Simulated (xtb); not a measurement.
Mg(F)(SH) (FHMgS), SMILES [F][Mg][SH]. All values are semi-empirical tight-binding results from xtb (GFN2-xTB unless named), good for trends rather than for accurate numbers. Geometry optimised at GFN2-xTB. One conformer was computed; it need not be the lowest.

Optimised geometry:

Bonded distances (Å): Mg1–F2 1.706, Mg1–S3 2.277, S3–H4 1.330. Bond angles (°): F2–Mg1–S3 146.0, Mg1–S3–H4 93.7.
Charge 0, spin multiplicity 1.

The geometry has at least one imaginary mode, so it is a saddle point at that level.

For metal compounds this method's bond lengths and energies can be far off.

Task: Estimate the properties. (The exact figures need the calculation; the answer reports its results.)

Result: 
The orbital gap is 1.91 eV.

Computed atomic charges and the Wiberg bond orders between heavy atoms:
charges (e) Mg1 0.49, F2 -0.37, S3 -0.29, H4 0.17. Bond orders Mg1–F2 0.98, Mg1–S3 1.08.
